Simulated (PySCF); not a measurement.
## How the method moves the HOMO and LUMO of `CB1SCCS1`

Species: C3H7BS2.
Geometry (PBE0-D3(BJ)/def2-SVP, Å), atoms numbered from 1 in this order:
```
atom  x, y, z in Å
C1     2.4122    0.5430    0.0735
B2     0.8906    0.1682    0.0255
S3     0.1344   -0.7319   -1.3410
C4    -1.4874   -0.9707   -0.5303
C5    -1.7807    0.2005    0.3833
S6    -0.2722    0.6425    1.3177
H7     2.7852    0.6298    1.1051
H8     3.0439   -0.1721   -0.4732
H9     2.5514    1.5315   -0.3979
H10   -1.4418   -1.9124    0.0387
H11   -2.2567   -1.0751   -1.3099
H12   -2.0927    1.0855   -0.1929
H13   -2.5770   -0.0428    1.1024
```

Basis pcSseg-1 throughout (PySCF), one geometry. The structure is a single PBE0-D3(BJ)/def2-SVP conformer in the gas phase; no vibrational or solvent corrections.

**Question.** How do the orbital energies, the gap and the dipole change with the method?

**Answer.** 
```tsv
method	kind	HOMO (eV)	LUMO (eV)	gap (eV)	μ (D)	SCF cycles
BLYP	GGA	-5.52	-1.06	4.46	1.43	14
B97-D	GGA	-5.68	-1.10	4.58	1.44	14
PBE	GGA	-5.71	-1.27	4.43	1.46	15
OPBE	GGA	-5.72	-1.21	4.51	1.45	15
KT3	GGA	-5.78	-1.22	4.56	1.40	14
KT2	GGA	-5.79	-1.28	4.51	1.43	15
LDA	LDA	-5.81	-1.47	4.35	1.47	14
BP86	GGA	-5.81	-1.35	4.47	1.46	15
B3LYP	global hybrid	-6.61	-0.54	6.07	1.43	12
B97-2	global hybrid	-6.63	-0.40	6.23	1.45	12
PBE0	global hybrid	-6.86	-0.40	6.46	1.46	13
mPW1PW91	global hybrid	-6.89	-0.41	6.48	1.45	12
BHandHLYP	global hybrid	-7.86	0.68	8.53	1.42	12
CAM-B3LYP	range-separated hybrid	-8.11	0.75	8.86	1.42	12
wB97X-D	range-separated hybrid	-8.70	1.36	10.07	1.44	13
HF	Hartree–Fock	-9.48	3.22	12.70	1.43	10
LC-wPBE	range-separated hybrid	-9.49	1.75	11.24	1.42	13
```

The HOMO spans 3.97 eV, from BLYP down to LC-wPBE, and the gap runs from 4.35 eV (LDA) to 12.70 eV (HF). Over the methods BLYP (0 %), B97-D (0 %), PBE (0 %), OPBE (0 %), KT3 (0 %), KT2 (0 %), LDA (0 %), BP86 (0 %), B3LYP (20 %), B97-2 (21 %), PBE0 (25 %), mPW1PW91 (25 %), BHandHLYP (50 %), HF (100 %), a straight line through the gap against the share of exact exchange rises by 0.82 eV for each 10 % (correlation coefficient 1.000). The dipole ranges from 1.40 D (KT3) to 1.47 D (LDA). This basis has no diffuse functions.
